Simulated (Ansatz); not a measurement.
Relaxed structures of B₄H₆, singlet (PBE0-D4/def2-TZVP; forces vanish, vibrations not checked; lower isomers may exist, and structures with a doubtful reference or unclear bonds are left out; Å). Ansatz 0.2.0; basis: def2-TZVPP; cores frozen in the correlated methods.

Rank them by CCSD(T) energy, lowest first, and give each one's height above the lowest. Links in brackets join atoms within 1.22 times the sum of their covalent radii (1.1 for two metals). (An estimate is asked for; the value comes from the calculation.)
A.
B₄H₆ ([H]1[BH]23[BH]14[BH]21[H][BH]341)
```
10
angstrom
B -0.0903 0.5203 -1.1337
B 0.2141 0.8752 0.4149
B 0.9752 -0.5427 -0.2545
B -0.6065 -0.6245 0.0749
H -0.3393 0.8146 -2.2558
H -0.0311 1.6703 -0.5641
H 0.3625 1.6331 1.3155
H 2.0584 -1.0153 -0.3589
H 0.2773 -1.5562 0.1148
H -1.5891 -1.2041 0.4007
```
B.
B₄H₆ ([H]1[BH2]2[H][B]123[BH][BH]3)
```
10
angstrom
B 0.0530 1.1081 -0.6897
B 0.2285 1.3043 0.7534
B -0.0183 -0.2954 0.2553
B -0.1955 -1.9681 0.5044
H -0.0983 0.8501 -1.8329
H 0.7741 -2.6579 0.4805
H 0.3585 1.3610 1.9266
H -0.2217 -1.2241 -0.6092
H 0.0169 -0.9566 1.3565
H -1.2849 -2.4074 0.6964
```
C.
B₄H₆ ([BH2][BH][BH][BH2])
```
10
angstrom
B -0.1512 1.7056 -1.1495
B 0.3113 0.9007 0.1858
B 0.5793 -0.6917 0.3585
B -0.4837 -1.8546 0.7618
H -1.3137 1.8826 -1.3886
H 0.6371 2.1580 -1.9310
H 0.4851 1.5565 1.1852
H 1.7192 -1.0393 0.1613
H -0.6880 -2.1703 1.8999
H -1.0954 -2.4475 -0.0833
```

By the calculation: A (0.000 eV), C (1.663 eV), B (1.851 eV). Heights count from the lowest.

T1 diagnostic: at most 0.017.

For scale, one of the runs: CCSD(T)/def2-TZVPP, 208 basis functions, launched by `ansatz run in.yaml --threads 2 --pin off --events-out ev --progress --plain --max-ram 4352MiB`. The run took 58 s on 2 CPU threads of an Arm Neoverse V2 (shared host), with 2.8 GiB of host memory at its peak.
